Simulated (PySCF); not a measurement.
C5H4F2O, SMILES O=C1C=C(F)C[C@H]1F.

Coordinates come from a PBE-D3(BJ)/def2-SVP optimisation. The structure was generated by enumeration; whether it is a known compound was not checked. One conformer was computed; it need not be the lowest.

Calculation: PBE-D3(BJ)/def2-SVP in PySCF.

Frequencies are harmonic and unscaled.

Computed harmonic wavenumbers and intensities:
```json
[
 {"mode": "1", "ν (cm⁻¹)": "76", "IR (km/mol)": "0.7", "moving atoms (share of kinetic energy)": "C 35 %, F 33 %, H 22 %, O 10 %"},
 {"mode": "2", "ν (cm⁻¹)": "160", "IR (km/mol)": "5.1", "moving atoms (share of kinetic energy)": "C 44 %, F 29 %, O 22 %"},
 {"mode": "3", "ν (cm⁻¹)": "256", "IR (km/mol)": "1.5", "moving atoms (share of kinetic energy)": "F 54 %, O 34 %, C 11 %"},
 {"mode": "4", "ν (cm⁻¹)": "332", "IR (km/mol)": "5.9", "moving atoms (share of kinetic energy)": "F 58 %, C 24 %, O 13 %"},
 {"mode": "5", "ν (cm⁻¹)": "413", "IR (km/mol)": "3.4", "moving atoms (share of kinetic energy)": "C 39 %, H 27 %, F 24 %, O 10 %"},
 {"mode": "6", "ν (cm⁻¹)": "476", "IR (km/mol)": "3.2", "moving atoms (share of kinetic energy)": "C 52 %, H 28 %, F 20 %"},
 {"mode": "7", "ν (cm⁻¹)": "511", "IR (km/mol)": "2.5", "moving atoms (share of kinetic energy)": "C 54 %, H 19 %, O 15 %, F 12 %"},
 {"mode": "8", "ν (cm⁻¹)": "544", "IR (km/mol)": "13.9", "moving atoms (share of kinetic energy)": "C 46 %, F 39 %, H 8 %"},
 {"mode": "9", "ν (cm⁻¹)": "590", "IR (km/mol)": "6.3", "moving atoms (share of kinetic energy)": "C 53 %, O 26 %, H 11 %, F 10 %"},
 {"mode": "10", "ν (cm⁻¹)": "688", "IR (km/mol)": "6.3", "moving atoms (share of kinetic energy)": "C 60 %, H 23 %, F 8 %, O 8 %"},
 {"mode": "11", "ν (cm⁻¹)": "792", "IR (km/mol)": "5.3", "moving atoms (share of kinetic energy)": "C 58 %, H 35 %"},
 {"mode": "12", "ν (cm⁻¹)": "847", "IR (km/mol)": "32.1", "moving atoms (share of kinetic energy)": "H 61 %, C 37 %"},
 {"mode": "13", "ν (cm⁻¹)": "897", "IR (km/mol)": "15.1", "moving atoms (share of kinetic energy)": "C 64 %, H 29 %"},
 {"mode": "14", "ν (cm⁻¹)": "928", "IR (km/mol)": "6.4", "moving atoms (share of kinetic energy)": "C 56 %, H 41 %"},
 {"mode": "15", "ν (cm⁻¹)": "1016", "IR (km/mol)": "7.8", "moving atoms (share of kinetic energy)": "C 60 %, H 37 %"},
 {"mode": "16", "ν (cm⁻¹)": "1083", "IR (km/mol)": "54.3", "moving atoms (share of kinetic energy)": "H 53 %, C 34 %, F 13 %"},
 {"mode": "17", "ν (cm⁻¹)": "1110", "IR (km/mol)": "50.0", "moving atoms (share of kinetic energy)": "H 57 %, C 39 %"},
 {"mode": "18", "ν (cm⁻¹)": "1142", "IR (km/mol)": "22.0", "moving atoms (share of kinetic energy)": "C 47 %, H 43 %, F 10 %"},
 {"mode": "19", "ν (cm⁻¹)": "1177", "IR (km/mol)": "13.1", "moving atoms (share of kinetic energy)": "C 52 %, H 30 %, F 17 %"},
 {"mode": "20", "ν (cm⁻¹)": "1211", "IR (km/mol)": "8.1", "moving atoms (share of kinetic energy)": "H 53 %, C 41 %"},
 {"mode": "21", "ν (cm⁻¹)": "1233", "IR (km/mol)": "24.8", "moving atoms (share of kinetic energy)": "H 51 %, C 48 %"},
 {"mode": "22", "ν (cm⁻¹)": "1324", "IR (km/mol)": "4.9", "moving atoms (share of kinetic energy)": "H 59 %, C 39 %"},
 {"mode": "23", "ν (cm⁻¹)": "1346", "IR (km/mol)": "171.0", "moving atoms (share of kinetic energy)": "C 75 %, H 18 %"},
 {"mode": "24", "ν (cm⁻¹)": "1387", "IR (km/mol)": "12.2", "moving atoms (share of kinetic energy)": "H 84 %, C 16 %"},
 {"mode": "25", "ν (cm⁻¹)": "1654", "IR (km/mol)": "250.1", "moving atoms (share of kinetic energy)": "C 94 %"},
 {"mode": "26", "ν (cm⁻¹)": "1795", "IR (km/mol)": "220.8", "moving atoms (share of kinetic energy)": "C 65 %, O 35 %"},
 {"mode": "27", "ν (cm⁻¹)": "2964", "IR (km/mol)": "15.5", "moving atoms (share of kinetic energy)": "H 92 %"},
 {"mode": "28", "ν (cm⁻¹)": "2989", "IR (km/mol)": "3.7", "moving atoms (share of kinetic energy)": "H 94 %"},
 {"mode": "29", "ν (cm⁻¹)": "3046", "IR (km/mol)": "3.2", "moving atoms (share of kinetic energy)": "H 90 %, C 10 %"},
 {"mode": "30", "ν (cm⁻¹)": "3185", "IR (km/mol)": "2.2", "moving atoms (share of kinetic energy)": "H 91 %, C 9 %"}
]
```
